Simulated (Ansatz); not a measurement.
Species: sum formula H₅SiN₂O₂, net charge 0, doublet state. It need not be the lowest isomer of its formula. 
Structure (B3LYP-D3(BJ)/def2-TZVP (Ansatz, a quantum-chemistry and plane-wave program) minimum search):
SMILES: N[Si](N)([O])O
```xyz
10

Si     0.0098    -0.0162    -0.0672
O     -0.8162    -1.2406    -0.7356
O      1.6500    -0.0691    -0.0498
N     -0.5098     1.4496    -0.7458
N     -0.3898    -0.2844     1.5926
H      2.1022    -0.1454    -0.8929
H      0.0155     2.3062    -0.7024
H     -1.4244     1.5607    -1.1487
H     -1.3496    -0.2336     1.8988
H      0.1461    -0.9410     2.1416
```
Charge 0, spin multiplicity 2.

Basis-set convergence of Hartree-Fock and MP2 correlation energies (hartree) with Ansatz. Correlated levels leave the core frozen unless marked. Open shells are spin-unrestricted. No spin-orbit coupling. Non-relativistic.

```
basis        functions       E(HF)  E(corr, MP2)
-----------  ---------  ----------  ------------
cc-pV(D+d)Z        104  -550.59830      -0.75956
cc-pV(T+d)Z        229         [?]           [?]
```

Complete the blanks.


- cc-pV(T+d)Z, E(HF): -550.72189
- cc-pV(T+d)Z, E(corr, MP2): -0.97165
